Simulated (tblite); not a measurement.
Compound: C3H7F2NSi.
Z-matrix (Å and degrees, GFN2-xTB geometry), rows numbered from 1:
```
C 
N   1  1.2498
C   2  1.4318  1  120.40
C   3  1.5292  2  109.12  1  -114.64
F   4  1.3937  3  108.41  2    71.43
Si  4  1.9178  3  113.95  2  -168.12
F   6  1.6107  4  104.93  3    59.90
H   1  1.0962  2  124.46  3    -1.96
H   1  1.0797  2  118.38  3   178.04
H   3  1.1025  2  112.97  1     7.05
H   3  1.0932  2  107.57  1   128.22
H   4  1.0971  3  108.39  2   -42.02
H   6  1.4514  4  111.14  3   174.96
H   6  1.4532  4  111.43  3   -53.90
```

All values are computed: GFN2-xTB (tblite) harmonic vibrations without scaling, gas phase. Against measured fundamentals such values can be off by several per cent, at times by over 20. Modes of hydrogen on silicon can be 10 to 20 % off. One conformer, not necessarily the lowest.

Harmonic wavenumbers (cm⁻¹): 38.1, 60.3, 79.7, 124.7, 210.6, 270.2, 336.2, 396.9, 440.7, 516.5, 545.5, 663.0, 705.1, 754.1, 776.5, 826.5, 905.0, 986.6, 1007.5, 1040.2, 1064.3, 1129.6, 1195.8, 1226.5, 1272.7, 1319.6, 1418.6, 1439.9, 1759.8, 2352.3, 2371.6, 2843.2, 2872.0, 2913.0, 2964.3, 3080.7.

A = 4337, B = 1110, C = 936.0 MHz; mass 123.032 u (most abundant isotopes); point group C1, symmetry number 1.

Zero-point energy?

½Σν̃ = 20954 cm⁻¹ = 250.66 kJ/mol.

Entropy at 400 K, 1 bar (ideal gas, RRHO, classical rotation)?

Translation 174.98, rotation 123.57, vibration 146.37: S = 444.9 J/(mol K).

And Cp and H(400 K) − H(0)?

Cp = 168.33 J/(mol K), of which vibrations give 135.07 (their classical limit is 36 R = 299.3); H(400 K) − H(0) = 42.03 kJ/mol without the zero-point energy, 28.73 from vibrations.

Blend soft modes into free rotors: weight 1/[1 + (100 cm⁻¹/ν̃)⁴] for the oscillator and the rest for a rotor with moment μB/(μ + B), μ = h/(8π²ν), B = 10⁻⁴⁴ kg m². What vibrational entropy results?

129.65 J/(mol K) in place of 146.37, which changes −T·S at 400 K by +6.69 kJ/mol.

How do the functions run with temperature in this model?

```tsv
T (K)	S (J/(mol K))	Cp (J/(mol K))	H − H(0) (kJ/mol)	G − H(0) (kJ/mol)	ln q(vib)
50	246.3	56.9	2.20	-10.11	0.74
100	291.0	73.5	5.47	-23.63	2.06
298.15	400.0	138.1	26.39	-92.87	6.73
373.15	433.5	160.9	37.61	-124.14	8.38
500	485.2	192.7	60.13	-182.47	11.09
750	572.2	235.7	114.12	-315.01	16.09
1000	644.0	263.1	176.71	-467.30	20.63
```

q(vib) and H(0) count from the zero-point level.

Which modes carry the vibrational entropy at 400 K?

38.1 cm⁻¹: 24.85; 60.3 cm⁻¹: 21.04; 79.7 cm⁻¹: 18.73; 124.7 cm⁻¹: 15.05; 210.6 cm⁻¹: 10.82; 270.2 cm⁻¹: 8.87 J/(mol K); the other 30 give 47.02 together.

Hindered rotation and anharmonicity are outside this model. Other conformers, if any are populated, would add a mixing term that is left out. The structure is chiral; the term R ln 2 for an equal mix with its mirror image is left out.

The run took 0.59 s of wall time on one thread of an Arm Neoverse N1, on a shared host. The figure is for the frequency step alone.
